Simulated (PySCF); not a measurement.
An unknown gives this computed stick spectrum. Theory: TDDFT CAM-B3LYP/def2-SVPD, vertical, gas phase, core orbitals frozen in the response (PySCF). Geometries: GFN2-xTB, one conformer each.

| state | E (eV) | λ (nm) | f |
| --- | --- | --- | --- |
| S1 | 4.29 | 288.7 | 0.999 |
| S2 | 5.25 | 236.3 | 0.0000 |
| S3 | 5.63 | 220.1 | 0.138 |
| S4 | 5.81 | 213.4 | 0.0001 |
| S5 | 6.26 | 198.0 | 0.0016 |
| S6 | 6.28 | 197.4 | 0.079 |
| S7 | 6.74 | 184.1 | 0.0095 |
| S8 | 6.88 | 180.1 | 0.0076 |

Task: Which candidate is it? All have the formula C8H7F.
A. `C1C2C=CC(C=C2)(F)C=1`
B. `C=Cc1ccc(F)cc1`
C. `C=C1C=C/C1=C\C=C/F`
D. `C#CC(F)=C1CC=CC1`
E. `C(/C=C)=C\C(F)=C/C#C`

Result: E. Its S1, at 4.29 eV, is the lowest among the candidates; the nearest of the others has S1 at 4.67 eV. S1 is HOMO→LUMO (97%). Löwdin shares by element: HOMO carbon 53% or more (atoms not listed hold the other 47%); LUMO carbon 56% or more (atoms not listed hold the other 44%). At the same level the other candidates give, for their lowest levels:
- `C#CC(F)=C1CC=CC1`: 5.43 eV (f 0.304); 5.43 eV (f 0.014); 6.06 eV (f 0.000); 6.29 eV (f 0.033); 6.41 eV (f 0.003); T1 3.32 eV; HOMO -7.89, LUMO 0.24 eV
- `C=C1C=C/C1=C\C=C/F`: 4.67 eV (f 0.215); 4.92 eV (f 0.134); 5.21 eV (f 0.643); 6.14 eV (f 0.007); 6.26 eV (f 0.493); T1 2.63 eV; HOMO -7.45, LUMO -0.29 eV
- `C=Cc1ccc(F)cc1`: 4.95 eV (f 0.130); 5.25 eV (f 0.262); 6.42 eV (f 0.279); 6.59 eV (f 0.007); 6.71 eV (f 0.443); T1 3.24 eV; HOMO -7.81, LUMO -0.14 eV
- `FC12C=CC(C=C1)C=C2`: 5.15 eV (f 0.000 summed over 2 states); 6.32 eV (f 0.000); 6.37 eV (f 0.000); 6.44 eV (f 0.000 summed over 2 states); 7.18 eV (f 0.045 summed over 2 states); T1 3.62 eV; HOMO -7.73, LUMO 0.66 eV

Conformer computed: `[CH:1]#[C:2]/[CH:3]=[C:4]([F:5])\[CH:6]=[CH:7]\[CH:8]=[CH2:9]`: C3–C4–C6–C7 180°, C6–C7–C8–C9 180°.
Triplets come from the Tamm–Dancoff approximation.
